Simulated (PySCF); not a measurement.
Species: CH8SSeSi2.
SMILES with atom numbers: `[SiH3:1][CH2:2][S:3][SiH2:4][SeH:5]` (hydrogens: H6, H7, H8 on Si1; H9, H10 on C2; H11, H12 on Si4; H13 on Se5)

Level of theory: PBE0-D3(BJ)/def2-SVP geometry optimisation, gas phase (PySCF 2.14.0).

Question: What internal coordinates does the optimisation give?

Answer: 
```csv
bond,length (bohr)
Si1–C2,3.571
C2–S3,3.468
S3–Si4,4.057
Si4–Se5,4.296
"Si1–H6, Si1–H7, Si1–H8",2.824
"C2–H9, C2–H10",2.082
"Si4–H11, Si4–H12",2.822
Se5–H13,2.782
```

Bonds in one row agree within 0.02 bohr and their mean is given. A selection of angles:
```csv
angle,degrees
C2–Si1–H6,110.6
C2–Si1–H7,109.8
H6–Si1–H7,109.7
Si1–C2–S3,112.0
Si1–C2–H9,110.4
Si1–C2–H10,111.8
S3–C2–H9,105.3
S3–C2–H10,110.1
H9–C2–H10,106.9
C2–S3–Si4,101.2
S3–Si4–Se5,107.8
S3–Si4–H11,107.0
S3–Si4–H12,115.3
Se5–Si4–H11,113.6
Se5–Si4–H12,103.9
H11–Si4–H12,109.5
Si4–Se5–H13,92.5
```

Torsions: Si1–C2–S3–Si4 -75° (synclinal); C2–S3–Si4–Se5 -152° (antiperiplanar); H13–Se5–Si4–S3 54° (synclinal). The mirror-image conformer, all signs reversed, is as good.

Si1 (SiH3 silicon) is tetrahedral (angles from 108.6° to 110.6°). Of the pairs four or more bonds apart, Si4···H8 is among the closest relative to their van der Waals radii: 3.24 Å, 98 % of the sum of Bondi's values. Si4 (SiH2 silicon) is distorted tetrahedral (angles from 103.9° to 115.3°).

Point group: C1 (no symmetry element, even within 0.4 Å). Whether it is a minimum is left open (no frequencies). The numbers are those of one conformer (Si1–C2–S3–Si4 -75°, C2–S3–Si4–Se5 -152°, S3–Si4–Se5–H 54°).
